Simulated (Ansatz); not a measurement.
Cartesian coordinates (Å):
SMILES: Cl[SiH2]B
```xyz
7

B      1.2319     0.0524    -0.0932
Si    -0.7564    -0.1344     0.0699
Cl    -1.7715     1.6714    -0.0943
H      1.7793     1.0941    -0.2603
H      1.8994    -0.9325    -0.0176
H     -1.1068    -0.7202     1.3869
H     -1.2758    -1.0309    -0.9915
```
Charge 0, spin multiplicity 1.

Method: frozen-core CCSD(T)/def2-TZVPP // B3LYP-D3(BJ)/def2-TZVP (Ansatz, a quantum-chemistry and plane-wave program).

```json
{
 "HF energy": "-775.49223 Ha",
 "MP2 correlation energy": "-0.41070 Ha"
}
```

**Question.** Estimate the CCSD correlation energy, the (T) correction, the total energy and the T1 diagnostic.

**Answer.** 
The CCSD correlation energy is -0.46211 Ha and the (T) correction comes out as -0.01674 Ha. The CCSD(T) total energy is -775.97107 Ha and the T1 diagnostic is 0.010.
